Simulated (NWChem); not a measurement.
System: MgO; SMILES [O]=[Mg]

NWChem input:

```
start job
memory heap 200 mb stack 900 mb global 1100 mb
geometry units angstroms noautoz
  Mg     0.000000     0.000000    -0.717394
  O      0.000000     0.000000     1.045864
end
basis spherical
  * library def2-tzvp
end
dft
  xc becke88 lyp
  iterations 150
  mulliken
end
task dft energy
```

Parts of the log:

```
             Northwest Computational Chemistry Package (NWChem) 7.3.0
             --------------------------------------------------------

 ORDER OF PRIMARY AXIS IS BEING SET TO 4
 C4V symmetry detected

                             Geometry "geometry" -> ""
                             -------------------------

 Output coordinates in angstroms (scale by  1.889725989 to convert to a.u.)

  No.       Tag          Charge          X              Y              Z
 ---- ---------------- ---------- -------------- -------------- --------------
    1 Mg                  12.0000     0.00000000     0.00000000    -0.70530320
    2 O                    8.0000     0.00000000     0.00000000     1.05795480

 Effective nuclear repulsion energy (a.u.)      28.8108807128

      Symmetry information
      --------------------

 Group name             C4v
 Group number             18
 Group order               8
 No. of unique centers     2

                                 NWChem DFT Module
                                 -----------------

 Summary of "ao basis" -> "ao basis" (spherical)
 ------------------------------------------------------------------------------
       Tag                 Description            Shells   Functions and Types
 ---------------- ------------------------------  ------  ---------------------
 Mg                        def2-tzvp                12       32   5s4p3d
 O                         def2-tzvp                11       31   5s3p2d1f

      Symmetry analysis of basis
      --------------------------

        a1         23
        a2          0
        b1          6
        b2          6
        e          28

            General Information
            -------------------
          SCF calculation type: DFT
          Wavefunction type:  closed shell.
          No. of atoms     :     2
          No. of electrons :    20
           Alpha electrons :    10
            Beta electrons :    10
          Charge           :     0
          Spin multiplicity:     1
          Use of symmetry is: on ; symmetry adaption is: on
          Maximum number of iterations: 150
          AO basis - number of functions:    63
                     number of shells:    23
          Convergence on energy requested:  1.00D-06
          Convergence on density requested:  1.00D-05
          Convergence on gradient requested:  5.00D-04

              XC Information
              --------------
                    Becke 1988 Exchange Functional  1.000
              Lee-Yang-Parr Correlation Functional  1.000

             Grid Information
             ----------------
          Grid used for XC integration:  medium
          Radial quadrature: Mura-Knowles
          Angular quadrature: Lebedev.
          Tag              B.-S. Rad. Rad. Pts. Rad. Cut. Ang. Pts.
          ---              ---------- --------- --------- ---------
          Mg                  1.50       88           8.0       590
          O                   0.60       49           8.0       434
          Grid pruning is: on
          Number of quadrature shells:   137
          Spatial weights used:  Erf1

      Superposition of Atomic Density Guess
      -------------------------------------

 Sum of atomic energies:        -274.39093843

      Non-variational initial energy
      ------------------------------

 Total energy =    -274.185155
 1-e energy   =    -439.808571
 2-e energy   =     136.812535
 HOMO         =      -0.446100
 LUMO         =      -0.176092

      Symmetry analysis of molecular orbitals - initial
      -------------------------------------------------

 !! scf_movecs_sym_adapt:   12 vectors were symmetry contaminated

  Symmetry fudging

 !! scf_movecs_sym_adapt:   12 vectors were symmetry contaminated

  Numbering of irreducible representations:

     1 a1          2 a2          3 b1          4 b2          5 e

  Orbital symmetries:

     1 a1          2 a1          3 a1          4 a1          5 e
     6 e           7 a1          8 a1          9 e          10 e
    11 a1         12 e          13 e          14 a1         15 a1
    16 b1         17 b2         18 e          19 e          20 a1

     ---------------------------------------------
      Total Density - Mulliken Population Analysis
     ---------------------------------------------

    Atom       Charge   Shell Charges
 -----------   ------   -------------------------------------------------------
    1 Mg  12    10.40   2.00  0.71  1.29  0.22  0.02  5.11  0.88  0.07  0.03  0.00  0.05  0.02
    2 O    8     9.60   0.79  1.18  0.62  1.02  0.32  2.18  2.35  1.14  0.00  0.00  0.00

   convergence    iter        energy       DeltaE   RMS-Dens  Diis-err
 ---------------- ----- ----------------- --------- --------- ---------
 d= 0,ls=0.0,diis     1   -274.9493187863 -3.04D+02  5.13D-02  2.00D+00
 d= 0,ls=0.0,diis     2   -267.2555229556  7.69D+00  5.00D-02  1.82D+01
 d= 0,ls=0.0,diis     3   -275.1356422240 -7.88D+00  6.55D-03  8.03D-01
 d= 0,ls=0.0,diis     4   -275.2390308125 -1.03D-01  9.61D-03  1.83D-01
 d= 0,ls=0.5,diis     5   -275.2262069224  1.28D-02  6.12D-04  3.05D-01
  Resetting Diis
 d= 0,ls=0.5,diis     6   -275.2320691008 -5.86D-03  3.65D-04  2.59D-01
 d= 0,ls=0.5,diis     7   -275.2362219946 -4.15D-03  7.10D-03  2.29D-01
 d= 0,ls=0.5,diis     8   -275.2190984299  1.71D-02  1.88D-03  6.06D-01
 d= 0,ls=0.5,diis     9   -275.2387562350 -1.97D-02  1.22D-03  2.67D-01
 d= 0,ls=0.5,diis    10   -275.2538800857 -1.51D-02  8.14D-04  1.05D-01
 d= 0,ls=0.5,diis    11   -275.2603150423 -6.43D-03  5.46D-04  4.87D-02
 d= 0,ls=0.5,diis    12   -275.2632252325 -2.91D-03  3.78D-04  2.59D-02
 d= 0,ls=0.5,diis    13   -275.2646987244 -1.47D-03  2.66D-04  1.52D-02
 d= 0,ls=0.5,diis    14   -275.2655103877 -8.12D-04  1.97D-04  9.63D-03
 d= 0,ls=0.5,diis    15   -275.2660045486 -4.94D-04  1.42D-04  6.27D-03
 d= 0,ls=0.5,diis    16   -275.2663044723 -3.00D-04  1.06D-04  4.27D-03
 d= 0,ls=0.5,diis    17   -275.2664932820 -1.89D-04  7.73D-05  3.03D-03
 d= 0,ls=0.5,diis    18   -275.2666069487 -1.14D-04  6.23D-05  2.31D-03
 d= 0,ls=0.5,diis    19   -275.2666884187 -8.15D-05  5.20D-05  1.79D-03
 d= 0,ls=0.5,diis    20   -275.2667486552 -6.02D-05  4.70D-05  1.39D-03
 d= 0,ls=0.5,diis    21   -275.2667993122 -5.07D-05  4.19D-05  1.05D-03
 d= 0,ls=0.5,diis    22   -275.2668375361 -3.82D-05  3.85D-05  7.88D-04
 d= 0,ls=0.5,diis    23   -275.2668677868 -3.03D-05  3.37D-05  5.86D-04
 d= 0,ls=0.5,diis    24   -275.2668903378 -2.26D-05  2.93D-05  4.37D-04
 d= 0,ls=0.5,diis    25   -275.2669072706 -1.69D-05  2.57D-05  3.25D-04
 d= 0,ls=0.5,diis    26   -275.2669198379 -1.26D-05  2.21D-05  2.44D-04
 d= 0,ls=0.5,diis    27   -275.2669290661 -9.23D-06  1.90D-05  1.84D-04
 d= 0,ls=0.5,diis    28   -275.2669359566 -6.89D-06  1.67D-05  1.40D-04
 d= 0,ls=0.5,diis    29   -275.2669412099 -5.25D-06  1.41D-05  1.07D-04
 d= 0,ls=0.5,diis    30   -275.2669450099 -3.80D-06  1.26D-05  8.27D-05
 d= 0,ls=0.5,diis    31   -275.2669479784 -2.97D-06  1.09D-05  6.40D-05
 d= 0,ls=0.5,diis    32   -275.2669502099 -2.23D-06  9.63D-06  5.01D-05
 d= 0,ls=0.5,diis    33   -275.2669519509 -1.74D-06  8.62D-06  3.92D-05
 d= 0,ls=0.5,diis    34   -275.2669533338 -1.38D-06  7.55D-06  3.06D-05
 d= 0,ls=0.5,diis    35   -275.2669543966 -1.06D-06  6.73D-06  2.40D-05
 d= 0,ls=0.5,diis    36   -275.2669552313 -8.35D-07  6.05D-06  1.88D-05

         Total DFT energy =     -275.266955895857
      One electron energy =     -441.210628747637
           Coulomb energy =      162.164676214635
    Exchange-Corr. energy =      -25.031884075701
 Nuclear repulsion energy =       28.810880712846

 Numeric. integr. density =       20.000000239733

                  Occupations of the irreducible representations
                  ----------------------------------------------

                     irrep           alpha         beta
                     --------     --------     --------
                     a1                6.0          6.0
                     a2                0.0          0.0
                     b1                0.0          0.0
                     b2                0.0          0.0
                     e                 4.0          4.0

                       DFT Final Molecular Orbital Analysis
                       ------------------------------------

 Vector    8  Occ=2.000000D+00  E=-2.225102D-01  Symmetry=a1
              MO Center=  2.7D-14,  3.2D-14,  3.9D-01, r^2= 2.3D+00
   Bfn.  Coefficient  Atom+Function         Bfn.  Coefficient  Atom+Function
  ----- ------------  ---------------      ----- ------------  ---------------
     4      0.560078  1 Mg s                 40     -0.372610  2 O  pz
    43     -0.300424  2 O  pz                 3     -0.228115  1 Mg s
    46     -0.199558  2 O  pz                37     -0.117068  2 O  s
    17     -0.100409  1 Mg pz                 2      0.083612  1 Mg s
    36     -0.076994  2 O  s                 35     -0.074177  2 O  s

 Vector    9  Occ=2.000000D+00  E=-1.738877D-01  Symmetry=e
              MO Center= -2.3D-15,  2.7D-15,  9.2D-01, r^2= 1.1D+00
   Bfn.  Coefficient  Atom+Function         Bfn.  Coefficient  Atom+Function
  ----- ------------  ---------------      ----- ------------  ---------------
    39     -0.319413  2 O  py                38      0.313460  2 O  px
    42     -0.253536  2 O  py                41      0.248810  2 O  px
    45     -0.204976  2 O  py                44      0.201155  2 O  px
    16     -0.103687  1 Mg py                15      0.101754  1 Mg px
    13     -0.079136  1 Mg py                12      0.077661  1 Mg px

[...]
```

Level: BLYP/def2-TZVP. All runs use the structure optimised with PBE-D3(BJ)/def2-SVP.
